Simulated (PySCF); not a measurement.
Diatomic cations of Tl with group 12

MP2 with double-zeta basis sets in PySCF, for the lowest determinant that a PBE0 search found; no spin–orbit coupling. De refers to high-spin ground-configuration atoms (the charge goes to the atom of lower measured ionisation energy or higher electron affinity, which is not always the lowest computed limit).

```tsv
M	basis	reference, frozen orbitals	charged atom	state (unpaired electrons)	Re (Å)	ωe (cm⁻¹)	De (eV)
Zn	def2-SVP	RHF, 9	Tl+	singlet (closed shell)	3.142	89.2	n/a
Cd	def2-SVP	RHF, 4	Tl+	singlet (closed shell)	3.276	67.9	n/a
Hg	def2-SVP	RHF, 4	Tl+	singlet (closed shell)	3.294	53.1	n/a
```

The shortest bond is that of TlZn⁺ (3.142 Å), the longest that of TlHg⁺ (3.294 Å).

Down a group the atoms grow and get heavier, so bonds lengthen and wavenumbers fall; this series shows no clear exception.

Correlated steps freeze the inner cores (4 to 9 orbitals); shallow outer-core shells are correlated. Spin–orbit coupling is left out.
